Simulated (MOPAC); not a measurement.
MOPAC input (PM6):

```
PM6 FORCE THERMO(298,298) PRECISE LET CHARGE=-1 GEO-OK AUX(PRECISION=9) THREADS=1
C2H9Si2

C    -1.45202603 1    1.44600861 1    0.24838405 1
Si   -0.21775802 1    0.00965180 1   -0.14030712 1
C    -1.29125161 1   -1.59667691 1   -0.21054121 1
Si    1.68067322 1    0.03138299 1    0.38064072 1
H    -1.99693862 1    1.28188170 1    1.17739847 1
H    -2.16737469 1    1.52733355 1   -0.57402687 1
H    -0.90360799 1    2.39038388 1    0.32461897 1
H    -1.83510380 1   -1.77064059 1    0.71729086 1
H    -0.64734239 1   -2.45976808 1   -0.40774510 1
H    -2.00760049 1   -1.50542060 1   -1.03104277 1
H     2.41285832 1   -0.12593586 1    1.68035116 1
H     2.37202441 1   -1.03795452 1   -0.43233487 1
H     2.24541005 1    1.35782025 1   -0.07103142 1
```

Output:

```
 *******************************************************************************
 **                                                                           **
 **                              MOPAC v23.2.5                                **
 **                                                                           **
 *******************************************************************************
 ** MOPAC's Digital Object Identifier: https://doi.org/10.5281/zenodo.6511958 **
 **                                                                           **
 ** Please cite the open-source release paper for use of this MOPAC version:  **
 ** J. E. Moussa and J. J. P. Stewart (2026)                                  **
 ** MOPAC: An open-source semiempirical molecular orbital program             **
 ** J. Open Source Softw., 11(119), 8025, https://doi.org/10.21105/joss.08025 **
 *******************************************************************************

                              PM6 CALCULATION RESULTS

 *******************************************************************************
 *  PM6        - The PM6 Hamiltonian to be used
 *  GEO-OK     - OVERRIDE INTERATOMIC DISTANCE AND OTHER SAFETY CHECKS
 *
 *
 *
 *                 CHARGE ON SYSTEM = -1
 *
 *
 *
 *  LET        - OVERRIDE SOME SAFETY CHECKS
 *  PRECISE    - TIGHTER CRITERIA TO BE USED
 *  FORCE      - FORCE CALCULATION SPECIFIED
 *  AUX        - OUTPUT AUXILIARY INFORMATION
 *  THERMO     - THERMODYNAMIC QUANTITIES TO BE CALCULATED
 *******************************************************************************
PM6 FORCE THERMO(298,298) PRECISE LET CHARGE=-1 GEO-OK AUX(PRECISION=9) THREADS=1
 C2H9Si2

   ATOM   CHEMICAL          X               Y               Z
  NUMBER   SYMBOL      (ANGSTROMS)     (ANGSTROMS)     (ANGSTROMS)

     1       C         -1.45202603  *   1.44600861  *   0.24838405  *
     2      Si         -0.21775802  *   0.00965180  *  -0.14030712  *
     3       C         -1.29125161  *  -1.59667691  *  -0.21054121  *
     4      Si          1.68067322  *   0.03138299  *   0.38064072  *
     5       H         -1.99693862  *   1.28188170  *   1.17739847  *
     6       H         -2.16737469  *   1.52733355  *  -0.57402687  *
     7       H         -0.90360799  *   2.39038388  *   0.32461897  *
     8       H         -1.83510380  *  -1.77064059  *   0.71729086  *
     9       H         -0.64734239  *  -2.45976808  *  -0.40774510  *
    10       H         -2.00760049  *  -1.50542060  *  -1.03104277  *
    11       H          2.41285832  *  -0.12593586  *   1.68035116  *
    12       H          2.37202441  *  -1.03795452  *  -0.43233487  *
    13       H          2.24541005  *   1.35782025  *  -0.07103142  *

          CARTESIAN COORDINATES

    NO.       ATOM           X           Y           Z

     1         C         -1.4520      1.4460      0.2484
     2        Si         -0.2178      0.0097     -0.1403
     3         C         -1.2913     -1.5967     -0.2105
     4        Si          1.6807      0.0314      0.3806
     5         H         -1.9969      1.2819      1.1774
[...]
 TRANSITION DIPOLE   0.6049         C  3 -- H  9         +31.1% ( 57.3%)     99.0%
 TRAVEL (Ang.)       0.3084         C  1 -- H  6         +17.0% ( 42.4%)     94.7%
 REDUCED MASS        0.2626         C  3 -- H 10         +17.0% ( 42.4%)     94.7%
 EFFECTIVE MASS      1.4783
 FORCE CONSTANT      1.1278

 VIBRATION         30   14A"          ATOM PAIR      ENERGY CONTRIBUTION    RADIAL
 FREQUENCY          2707.30         C  3 -- H  8         +28.3% ( 54.7%)     99.0%
 TRANSITION DIPOLE   0.2797         C  1 -- H  5         +28.3% ( 54.7%)     99.0%
 TRAVEL (Ang.)       0.3316         C  3 -- H 10         +15.5% ( 40.4%)     92.9%
 REDUCED MASS        0.2265         C  1 -- H  6         +15.5% ( 40.4%)     92.9%
 EFFECTIVE MASS      1.4763
 FORCE CONSTANT      0.9781

 VIBRATION         31   17A'          ATOM PAIR      ENERGY CONTRIBUTION    RADIAL
 FREQUENCY          2709.02         C  1 -- H  5         +27.8% ( 54.1%)     98.9%
 TRANSITION DIPOLE   0.7717         C  3 -- H  8         +27.8% ( 54.1%)     98.9%
 TRAVEL (Ang.)       0.3291         C  1 -- H  6         +17.2% ( 42.6%)     94.1%
 REDUCED MASS        0.2298         C  3 -- H 10         +17.2% ( 42.6%)     94.0%
 EFFECTIVE MASS      1.4792
 FORCE CONSTANT      0.9935

 VIBRATION         32   15A"          ATOM PAIR      ENERGY CONTRIBUTION    RADIAL
 FREQUENCY          2771.34         C  3 -- H  8         +20.9% ( 44.1%)     98.1%
 TRANSITION DIPOLE   0.7117         C  1 -- H  5         +20.9% ( 44.1%)     98.1%
 TRAVEL (Ang.)       0.3800         C  3 -- H 10         +15.1% ( 37.5%)     96.4%
 REDUCED MASS        0.1685         C  1 -- H  6         +15.1% ( 37.5%)     96.4%
 EFFECTIVE MASS      1.1103         C  3 -- H  9         +13.9% ( 35.9%)     95.8%
 FORCE CONSTANT      0.7624         C  1 -- H  7         +13.9% ( 35.9%)     95.8%

 VIBRATION         33   18A'          ATOM PAIR      ENERGY CONTRIBUTION    RADIAL
 FREQUENCY          2773.86         C  1 -- H  5         +21.0% ( 44.2%)     98.0%
 TRANSITION DIPOLE   0.6426         C  3 -- H  8         +21.0% ( 44.2%)     98.0%
 TRAVEL (Ang.)       0.3796         C  1 -- H  6         +15.3% ( 37.7%)     96.3%
 REDUCED MASS        0.1687         C  3 -- H 10         +15.3% ( 37.7%)     96.3%
 EFFECTIVE MASS      1.1124         C  1 -- H  7         +13.6% ( 35.6%)     95.7%
 FORCE CONSTANT      0.7648         C  3 -- H  9         +13.6% ( 35.6%)     95.7%

      SYMMETRY NUMBER FOR POINT-GROUP Cs  =  1

          SYSTEM IS A GROUND STATE

 C2H9Si2

          MOLECULE IS NOT LINEAR

          THERE ARE 33 GENUINE VIBRATIONS IN THIS SYSTEM
          THIS THERMODYNAMICS CALCULATION IS LIMITED TO
          MOLECULES WHICH HAVE NO INTERNAL ROTATIONS

                    CALCULATED THERMODYNAMIC PROPERTIES
                                          *
   TEMP. (K)   PARTITION FUNCTION   H.O.F.    ENTHALPY  HEAT CAPACITY ENTROPY
                                   KCAL/MOL   CAL/MOLE    CAL/K/MOL  CAL/K/MOL

 298.00  VIB.     0.2414D+03                  3648.9883    23.3266    23.1476
         ROT.     0.1466D+06                   888.2803     2.9808    26.6200
         INT.     0.3540D+08                  4537.2686    26.3074    49.7676
         TRA.     0.8153D+27                  1480.4672     4.9680    39.3772
         TOT.                      -23.157    6017.7357    31.2754    89.1449

   *: NOTE: HEATS OF FORMATION ARE RELATIVE TO THE
            ELEMENTS IN THEIR STANDARD STATE AT 298K
              (=  Standard Enthalpy of Formation).

            Hvib:  Zero-point energy is not included.
                   frequencies of less than zero cm-1 are not included.
            Hrot = (3/2)RT
            Htra = (3/2)RT + pV = (5/2)RT

            Heat capacity is Cp, not Cv

          For more information, see: HTTP://OpenMOPAC.net/Manual/thermochemistry.html

           FORCE CONSTANT IN CARTESIAN COORDINATES (Millidynes/A)

    ATOM   CHEMICAL       X               Y               Z
   NUMBER   SYMBOL  FORCE CONSTANT  FORCE CONSTANT  FORCE CONSTANT

      1       C        4.680163        5.773948        5.590744
      2      Si        4.123093        4.290033        0.541928
      3       C        5.675310        4.778802        5.590743
      4      Si        4.076882        4.111702        3.611107
      5       H        0.986339        1.408554        2.749219
      6       H        0.835281        1.190536        3.062680
      7       H        0.891137        3.683543        0.519838
      8       H        1.015469        1.379424        2.749219
      9       H        4.097678        0.477003        0.519837
     10       H        0.891970        1.133847        3.062680
     11       H        0.390873        0.454809        2.250954
     12       H        2.196828        0.251742        0.562229
     13       H        0.501391        1.947186        0.562221

 **********************
 *                    *
 * JOB ENDED NORMALLY *
 *                    *
 **********************

 == MOPAC DONE ==
```

The dipole moment of an ion depends on the origin.
